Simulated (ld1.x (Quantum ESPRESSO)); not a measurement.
Ranking TM potentials for Mg (Z = 12)

All share these settings but for the change named:

ld1.x (Quantum ESPRESSO) 7.5 input, shortened:

```
&input
   title='Mg', zed=12., rel=1, dft='PZ', iswitch=3,
   config='[Ne] 3s1 3p1'
 /
 &inputp
   pseudotype=2, tm=.true., lloc=0,
   nlcc=.true., new_core_ps=.true., rcore=1.20
 /
2
3P  2  1   1.00   0.00  2.95  2.95  0.0
3S  1  0   1.00   0.00  2.70  2.70  0.0
 &test
   configts(1)='3s1 3p1'
 /
```

Test errors are all-electron minus pseudo excitation energies from the reference, over 3s2 3p0; 3s1 3p0; 3s1.5 3p0; 3s0 3p1; 3s0 3p2. None of these files shows a bound ghost.

The base gives 6.4 meV.

Of 6 variants that were run, those that failed, showed a ghost or another fault, or gave nearly equal values are left out.

A variant can come out equal or close to the base, since the largest error may sit in a test that the change hardly touches while other tests move.

(1) Rank these variants by their largest absolute test error, smallest first.
A. core correction Bessel-smoothed model core inside 3.12 bohr
B. core correction Bessel-smoothed model core inside 2.58 bohr
C. core correction Bessel-smoothed model core inside 1.38 bohr

Answers

(1) C (6.4 meV), B (16.9 meV), A (38.2 meV).
